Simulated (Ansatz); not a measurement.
Consider the substitution at a C–O bond: `OC=S` + `[NH2][InH2]` → `S=C[NH][InH2]` + H₂O.

Gas-phase electronic energies from Ansatz, PBE0-D4/def2-TZVP geometries. CCSD(T)/CBS is the MP2 limit (def2-TZVPP, def2-QZVPP) plus CCSD(T) − MP2 in def2-TZVPP, frozen cores. This one scheme is used for every species. Functionals use def2-TZVPP. Elements past krypton have def2 core potentials. For In outer-core shells are correlated without core-valence functions, which leaves a few kJ/mol of doubt a bond. One conformer a species, not always the lowest.

`OC=S`:

```xyz
5

O    -0.789    0.041   -0.625
C     0.340   -0.035    0.078
S     1.787   -0.272   -0.577
H    -1.537    0.186   -0.033
H     0.199    0.080    1.157
```

`[NH2][InH2]`:

Z-matrix (Å, degrees):
```
N
In 1 2.007
H 1 1.006 2 124.3
H 1 1.006 2 124.3 3 -179.6
H 2 1.712 1 115.0 3 -0.2
H 2 1.712 1 115.0 3 179.8
```

`S=C[NH][InH2]`:

```xyz
8

S     2.924    0.305   -0.108
C     1.298    0.480   -0.169
N     0.382   -0.442    0.155
In   -1.672   -0.205    0.072
H     0.864    1.429   -0.502
H     0.814   -1.309    0.459
H    -2.105    1.348   -0.473
H    -2.505   -1.606    0.564
```

H₂O:

Cartesian coordinates in Å:
```
O 0.144 0.106 0.346
H -0.103 -0.777 0.063
H -0.041 0.670 -0.408
```

Q: Is it downhill or uphill in electronic energy at CCSD(T)/CBS, and by how much? (Best estimate.)

A: The calculation gave: Downhill: ΔE = -16.6 kcal/mol.

Q: What do these levels give: PBE, r2SCAN, HF/def2-TZVPP, SCS-MP2/def2-TZVPP, MP2/def2-QZVPP, SCS-MP2/def2-QZVPP? (An estimate is asked.)

A: Computed: PBE -14.0, r2SCAN -15.0, HF/def2-TZVPP -16.0, SCS-MP2/def2-TZVPP -16.1, MP2/def2-QZVPP -17.5, SCS-MP2/def2-QZVPP -16.6 kcal/mol.

Largest T1 diagnostic among the species: 0.018.

From PBE to PBE0 (25 % exact exchange), in def2-TZVPP and without D4, ΔE moves by −1.2 kcal/mol. At CCSD(T), def2-SVP lies +2.0 kcal/mol from the extrapolated value and def2-TZVPP +0.8 kcal/mol.
